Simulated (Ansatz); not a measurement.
Correlation energies of C₂H₅FOTe, SMILES `COC(F)[TeH]` by basis set

Z-matrix (Å, degrees):
```
C
O 1 1.421
H 1 1.088 2 106.5
H 1 1.092 2 111.1 3 119.4
H 1 1.096 2 110.6 3 -118.7
C 2 1.359 1 113.7 3 175.1
Te 6 2.163 2 109.3 1 -169.8
F 6 1.378 2 110.4 1 68.0
H 6 1.099 2 112.7 1 -50.5
H 7 1.655 6 91.3 2 -40.2
```

Total charge 0; spin multiplicity 1. Correlated methods include outer-core shells of Te, which these sets cover unevenly. Te: def2 effective core potential. The geometry is a stationary point of PBE0-D4/def2-TZVP. It is one conformer, not always the lowest. Frozen core, restricted reference, Ansatz 0.2.0.

```tsv
basis	HF (Eh)	MP2 corr.	CCSD corr.	(T)	CCSD(T) total
def2-SVP	-519.69851	-0.76857	-0.81222	-0.02126	-520.53199
def2-TZVPP	-520.01919	-1.29564	-1.29678	-0.04254	-521.35851
def2-QZVPP	-520.03273	-1.52089	–	–	–
```
